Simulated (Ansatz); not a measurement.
Mulliken charges of CH3BCl2Se, SMILES `C[Se]B(Cl)Cl` from r2SCAN/def2-TZVPP in Ansatz (PBE0-D4/def2-TZVP geometry).

```
atom   x (Å)   y (Å)   z (Å)  charge (e)
  C1  -0.128   0.634   1.206      -0.236
 Se2  -1.240   0.112  -0.305       0.061
  B3   0.052  -0.736  -1.438       0.118
 Cl4   1.741  -0.883  -1.007      -0.130
 Cl5  -0.507  -1.383  -2.962      -0.121
  H6   0.314  -0.249   1.661       0.103
  H7  -0.788   1.130   1.915       0.102
  H8   0.648   1.319   0.874       0.103
```

Q: By hand: the dipole of these point charges (1 e Å = 4.8032 D).

A: Σ q r = (-0.186, 0.278, 0.473) e Å, of length 0.579 e Å = 2.78 D.

Q: How does the dipole of the full density compare? (An estimate is asked.)

A: Ansatz gave: (0.045, 0.189, 0.395) e Å, 2.11 D; the point charges give 1.32 times that, at 25° from its direction.

Point charges leave out the atoms' own dipoles, such as those of lone pairs, and Mulliken's split depends on the basis, so the two needn't agree.
